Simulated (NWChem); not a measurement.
C5H4O; SMILES O=C1C=CC=C1

```xyz
10

O      0.0000     0.0000    -2.0380
C      0.0000     0.0000    -0.8232
C      0.0000     1.2057     0.0876
C      0.0000     0.7516     1.3490
C      0.0000    -0.7516     1.3490
C      0.0000    -1.2057     0.0876
H      0.0000     2.2260    -0.2720
H      0.0000     1.3457     2.2563
H      0.0000    -1.3457     2.2563
H      0.0000    -2.2260    -0.2720
```
Atoms are numbered in this order, from 1.

Results from NWChem. Pople sets run with spherical d functions. Structure relaxed at the B3LYP/6-31G* (spherical d) level. Level: PBE0/6-31G* with SMD (1 M gas to 1 M solution), gas-phase geometry.

### Question
Order these by “dipole in solution (D)”, lowest first: anisole; water; toluene; dimethyl sulfoxide.

### Answer
toluene (3.54), anisole (3.72), dimethyl sulfoxide (3.96), water (4.46)
